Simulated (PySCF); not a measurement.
All values are calculated (PySCF 2.14.0 with density-fitted response routines): geometry from GFN2-xTB, shieldings: GIAO PBE0/pcSseg-1. No solvent, one computed conformer, averaged over atoms made equivalent by symmetry, fast rotation or ring inversion, non-relativistic Hamiltonian.

Referencing at the same level of theory: TMS for 1H and 13C. Shifts are as computed. Against solution values, carbons near 30 ppm lie about +3 ppm off and those near 130 ppm about +5 ppm; carbons on Cl a further +6 ppm. Of 1211 compounds with measured shifts, 218 miss one by over three times the rms of a fit or turn the order of signals round; such compounds aren't used in these exercises. Carbons bonded to Cl come out too deshielded.

(1) Order these molecules by the shift of their most deshielded carbon, lowest δ first.
A. C=C=C[SiH](Cl)Cl
B. COC(=O)c1ncnnc1[SiH3]
C. C=C([SiH3])CC(F)F

(2) Order these molecules by the shift of their most shielded carbon, lowest δ first.
A. COC(=O)c1ncnnc1[SiH3]
B. C=C([SiH3])CC(F)F
C. C=C(Cl)[Si@@H]1C[C@@H]1N(C)C
D. ClCC1=CC=CCC1
E. C=C=C[SiH](Cl)Cl

(3) How many 13C and 1H signals does each give (equivalence by symmetry and fast rotation, but not about amide C–N or C=N bonds)? `Cc1ccc(C(=O)Cl)cc1`, `C=C([SiH3])CC(F)F`, `C=C(Cl)[Si@@H]1C[C@@H]1N(C)C`, `C=C=C[SiH](Cl)Cl`, `Cc1ccccc1C(=O)Cl`, `COC(=O)c1ncnnc1[SiH3]`, `ClCC1=CC=CCC1`

## Answers

(1) C (146.7 ppm, fully substituted alkene carbon), B (178.5 ppm, ester carbonyl carbon), A (226.5 ppm, central carbon of an allene).

(2) C (9.8 ppm, three-membered-ring carbon), D (26.7 ppm, allylic sp3 CH2), B (51.3 ppm, allylic sp3 CH2), A (55.4 ppm, methyl carbon bonded to O), E (75.7 ppm, terminal carbon of a cumulated C=C=C unit).

(3) Cc1ccc(C(=O)Cl)cc1: 6 C, 3 H; C=C([SiH3])CC(F)F: 4 C, 5 H; C=C(Cl)[Si@@H]1C[C@@H]1N(C)C: 5 C, 7 H; C=C=C[SiH](Cl)Cl: 3 C, 3 H; Cc1ccccc1C(=O)Cl: 8 C, 5 H; COC(=O)c1ncnnc1[SiH3]: 5 C, 3 H; ClCC1=CC=CCC1: 7 C, 6 H.
